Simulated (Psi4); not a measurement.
C₈H₁₂Sn, singlet, geometry from GFN2-xTB (such geometries of metal compounds can be far from the true shape) (core potentials on Sn). Base run: Psi4 with B3LYP/def2-SVP.

Here is a job for Psi4.
```
memory 2 GB

molecule {
0 1
C    -2.34956217    1.98384491   -0.10175669
C    -1.31431038    1.62809920    0.63354554
Sn    0.11122402    0.07558467    0.09454479
C    -0.30611682   -1.70543337    1.27356854
C    -1.40849447   -1.90148357    1.97024161
C    -0.05378305   -0.38416470   -2.02350741
C    -0.48326960   -1.52892442   -2.51764415
C     2.12594803    0.77630803    0.52546259
C     3.14597075    0.69349121   -0.30643983
H    -2.56400531    1.52412988   -1.05263064
H    -3.03546011    2.75783006    0.21275599
H    -1.14440948    2.12330475    1.58003164
H     0.45915531   -2.46966498    1.26446482
H    -2.19855318   -1.16972481    2.01274545
H    -1.57413943   -2.80792449    2.53531719
H     0.23777051    0.40764976   -2.70055144
H    -0.78748174   -2.34847672   -1.88748130
H    -0.55216069   -1.70204623   -3.58252119
H     2.27726639    1.21717371    1.50148224
H     4.12960787    1.05481756   -0.04166517
H     3.05291553    0.26327375   -1.29000798
}

set {
  basis def2-svp
}

energy('b3lyp')
print_variables()
```

The base run was repeated with changes; each row names its change, and settings that it needs were set with it.

```
change              basis functions      E (Eh)  dipole (D)  core-seconds (rough)
------------------  ---------------  ----------  ----------  --------------------
base                            198  -526.07706        0.07                    70
basis = def2-SV(P)                ?           ?           ?                    50
basis = def2-SVPD               288  -526.10045        0.08                   200
```

### Question
Fill in the missing entries.

### Answer

- basis = def2-SV(P), basis functions: 162
- basis = def2-SV(P), E (Eh): -526.04655
- basis = def2-SV(P), dipole (D): 0.05

Totals compare only among sets that treat the same electrons; sets with core potentials leave the core out.
